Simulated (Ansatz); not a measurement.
Reactions of C2H10GeN2 (`C[NH][GeH2][NH]C`).

Isolated molecules relaxed with PBE0-D4/def2-TZVP in Ansatz; ΔE leaves out vibrations. CBS: MP2 limit from def2 TZ/QZ plus the TZ coupled-cluster correction, frozen cores. This one scheme is used for every species, atoms too. Open shells (•) are unrestricted, without spin–orbit coupling. Spin–orbit coupling would lower the free atoms: a little for C; clearly for Ge. For As, Ge outer-core shells are correlated without core-valence functions, so the limit isn't a true one: a few kJ/mol of doubt a bond, and 10 to 20 or more in all where bonds break to atoms. Scalar relativity is left out up to krypton. One conformer a species, not always the lowest.

(1) Order these by ΔE at CCSD(T)/CBS, lowest first. (Best estimate.)
A. `C[NH][GeH2][NH]C` + H₂O → `C[NH][GeH2][OH]` + CH₃NH₂
B. `C[NH][GeH2][NH]C` + `CCCl` → `C[NH][GeH2][Cl]` + `CCNC`
C. `C[NH][GeH2][NH]C` + H₂ → `C[NH][GeH3]` + CH₃NH₂
D. `C[NH][GeH2][NH]C` + `CO[Si](O)(F)F` → `C[NH][GeH2][OH]` + `CN[Si](F)(F)OC`
E. `C[NH][GeH2][NH]C` + `C[AsH][SiH3]` → `C[NH][GeH2][SiH3]` + `CN[AsH]C`
F. `C[NH][GeH2][NH]C` → 2 C• + Ge• + 10 H• + 2 N•

Largest T1 diagnostic: 0.012, for `C[NH][GeH2][SiH3]`.

## Answers

(1) B (-0.74 eV), A (-0.22 eV), C (-0.01 eV), D (+0.17 eV), E (+0.60 eV), F (+53.72 eV).
